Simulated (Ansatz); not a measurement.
Basis-set extrapolation for `C=C1[SiH2]S1` (PBE0-D4/def2-TZVP geometry, frozen core, the Gaussian-basis code of Ansatz). Multiplicity 1, RHF reference.

|  | def2-TZVPP | def2-QZVPP |
| --- | --- | --- |
| HF | -764.539412 | -764.562846 |
| MP2 correlation | -0.610185 | -0.655139 |
| CCSD(T) correlation | -0.682384 | not run |

Energies in hartree. Use E(X) = E(∞) + A·exp(−7.88·√X) for Hartree–Fock and E(X) = E(∞) + B·X^(−2.97) for correlation, with X = 3 and 4, and add CCSD(T) minus MP2 of the smaller set to the MP2 limit.

Q: What is the CCSD(T) energy at the basis-set limit?

A: HF limit: -764.562846 + (-0.023434) × 0.13774 = -764.56607. MP2 limit: -0.655139 + (-0.044954) × 0.74074 = -0.68844. Higher-order term: -0.682384 − (-0.610185) = -0.07220. Total: -765.32671 hartree, 275.5 kJ/mol below CCSD(T)/def2-TZVPP.
